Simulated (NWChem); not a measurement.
# GaO, doublet; SMILES [Ga]=[O]

```xyz
2

Ga     0.0000     0.0000    -0.3680
O      0.0000     0.0000     1.3389
```
Atoms are numbered in this order, from 1.

Program: NWChem. Spin-unrestricted. Coordinates come from a PBE0/def2-SVP, spin-unrestricted optimisation. No stability test was run on the SCF state. Vertical excitations in the gas phase; the lowest state need not have the same character in each row. Excited states of an open shell can be spin-contaminated.

Q: Order these by “lowest excitation (eV)”, lowest first: B3LYP/def2-SVP, TDA; PBE/def2-SVP, TDA; LDA (Slater exchange, VWN5)/def2-SVP, TDA.

A: B3LYP/def2-SVP, TDA (0.61), LDA (Slater exchange, VWN5)/def2-SVP, TDA (0.74), PBE/def2-SVP, TDA (0.86)
